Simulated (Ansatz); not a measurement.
Cost and result for the atomization energy of C₃H₅ClSi, SMILES `C#C[SiH2]CCl` (10 atoms, 9 bonds).

Cartesian coordinates in Å:
```
C -1.339 2.029 -0.935
C -1.024 0.943 -0.519
Si -0.539 -0.691 0.120
C 1.273 -0.667 0.625
Cl 2.310 -0.382 -0.797
H -1.615 2.990 -1.307
H -1.359 -1.005 1.320
H -0.751 -1.723 -0.922
H 1.475 0.125 1.347
H 1.569 -1.619 1.066
```

The species carries charge 0 and has multiplicity 1. The geometry is a stationary point of PBE0-D4/def2-TZVP. It is one conformer, not always the lowest. Program: Ansatz. All runs use 4 threads of an AMD EPYC 7R13 on a shared host. Times are those of one run each, without the atoms' runs, and a repeat can differ threefold. Electronic energies, without spin–orbit coupling; frozen cores. CCSD(T)/CBS adds CCSD(T) − MP2 in def2-TZVPP to the MP2 limit, and its time is that of the two runs behind it. T1 = 0.011. B3LYP takes the VWN-RPA correlation (the form of Gaussian; ORCA's B3LYP/G).

CCSD(T)/CBS is a level of theory with its own doubt, some kJ/mol a heavy atom from the limit and from the frozen cores, so smaller differences don't rank the functionals.

```json
{"level": "PBE-D4/def2-TZVPP (with forces)", "functions": "247", "wall time": "1.8 s", "atomization (kJ/mol)": "3850.9", "difference from CCSD(T)/CBS": "75.9", "per bond": "8.4"}
{"level": "PBE0-D4/def2-TZVPP", "functions": "247", "wall time": "2.2 s", "atomization (kJ/mol)": "3787.7", "difference from CCSD(T)/CBS": "12.7", "per bond": "1.4"}
{"level": "r2SCAN-D4/def2-TZVPP (with forces)", "functions": "247", "wall time": "3.3 s", "atomization (kJ/mol)": "3782.3", "difference from CCSD(T)/CBS": "7.3", "per bond": "0.8"}
{"level": "B3LYP-D4/def2-TZVPP (with forces)", "functions": "247", "wall time": "3.4 s", "atomization (kJ/mol)": "3766.4", "difference from CCSD(T)/CBS": "-8.6", "per bond": "-1.0"}
{"level": "B2PLYP/def2-TZVPP", "functions": "247", "wall time": "4.1 s", "atomization (kJ/mol)": "3736.0", "difference from CCSD(T)/CBS": "-39.0", "per bond": "-4.3"}
{"level": "ωB97X-V/def2-TZVPP", "functions": "247", "wall time": "4.9 s", "atomization (kJ/mol)": "3777.6", "difference from CCSD(T)/CBS": "2.6", "per bond": "0.3"}
{"level": "ωB97M-V/def2-TZVPP (with forces)", "functions": "247", "wall time": "7 s", "atomization (kJ/mol)": "3786.0", "difference from CCSD(T)/CBS": "11.0", "per bond": "1.2"}
{"level": "MP2/def2-QZVPP", "functions": "461", "wall time": "16 s", "atomization (kJ/mol)": "3811.8", "difference from CCSD(T)/CBS": "36.8", "per bond": "4.1"}
{"level": "CCSD(T)/def2-TZVPP", "functions": "247", "wall time": "71 s", "atomization (kJ/mol)": "3674.4", "difference from CCSD(T)/CBS": "-100.6", "per bond": "-11.2"}
{"level": "CCSD(T)/CBS(def2)", "functions": "–", "wall time": "87 s", "atomization (kJ/mol)": "3775.0", "difference from CCSD(T)/CBS": "0.0", "per bond": "0.0"}
```

In def2-TZVPP, CCSD(T) changes the Hartree–Fock value by +892.6 kJ/mol (the triples alone add +64.5 kJ/mol) and MP2 by +970.6 kJ/mol; breaking electron pairs costs correlation energy, which Hartree–Fock lacks. From PBE to PBE0 (25 % exact exchange), in def2-TZVPP and without D4, the atomization energy moves by −59.7 kJ/mol: exact exchange takes away binding that semilocal exchange gives to molecules. The D4 term adds +37.1 kJ/mol with B3LYP and +19.6 kJ/mol with PBE0; it sums over pairs of atoms, weighted by their polarisabilities, and B3LYP, whose exchange is more repulsive, gets the larger term.
